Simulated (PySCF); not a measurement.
# Electric field gradients and quadrupole coupling constants

Compound: C₇H₆FNSi.
Structure used (GFN2-xTB), in Å, numbered top down from 1:
```xyz
16
C7H6FNSi angstrom
C      3.053   -1.145   -0.530
C      2.452   -0.133   -0.744
C      1.762    1.124   -0.970
F      2.683    2.143   -1.152
C      0.861    1.492    0.222
C     -0.195    0.518    0.386
C     -1.071   -0.302    0.497
Si    -2.418   -1.543    0.696
C     -3.997   -0.568    0.460
N     -4.966    0.025    0.318
H      3.564   -2.045   -0.358
H      1.177    1.071   -1.900
H      0.427    2.480    0.042
H      1.468    1.536    1.131
H     -2.364   -2.554   -0.361
H     -2.444   -2.090    2.054
```

Field gradients from the PBE0/pcSseg-1 density (PySCF, non-relativistic), principal values in atomic units, ordered |Vxx| ≤ |Vyy| ≤ |Vzz|:

| atom | Vxx | Vyy | Vzz |
| --- | --- | --- | --- |
| N10 | 0.5766 | 0.5788 | -1.1554 |

Q: Find the asymmetry η = (Vxx − Vyy)/Vzz and the couplings χ = eQV/h (234.96 MHz × Q in barn × V in au), with Q(14N) = 0.02044 b.

A: 
```json
{"atom": "N10", "environment": "cyano nitrogen", "nucleus": "14N", "η": "0.00", "χzz (MHz)": "-5.55", "χxx (MHz)": "2.77", "χyy (MHz)": "2.78"}
```

The gradient is axial or nearly so (η below 0.05) at N10. The tensor is traceless: Vxx + Vyy + Vzz = 0.

Q: What is Vzz at N10 in SI units (1 au = 9.71736 × 10²¹ V/m²)?

A: -1.1554 au = -11.228 × 10²¹ V/m².

Q: What couplings would deuterons (Q(2H) = 0.00286 b) have in place of the hydrogens, at this geometry?

A: 
```csv
atom,bonded to,bond length (Å),Vzz (au),η,χzz (kHz)
H11,C1,1.049,0.3942,0.01,265
H12,C3,1.100,0.2732,0.04,184
H13,C5,1.094,0.2941,0.02,198
H14,C5,1.094,0.2930,0.02,197
H15,Si8,1.464,0.1572,0.01,106
H16,Si8,1.464,0.1574,0.01,106
```

Isolated species at its GFN2-xTB geometry (one conformer only). GFN2-xTB bond lengths can be off by several hundredths of an ångström, more for odd bonds, and the gradients follow them. The small basis limits the accuracy of the gradients.
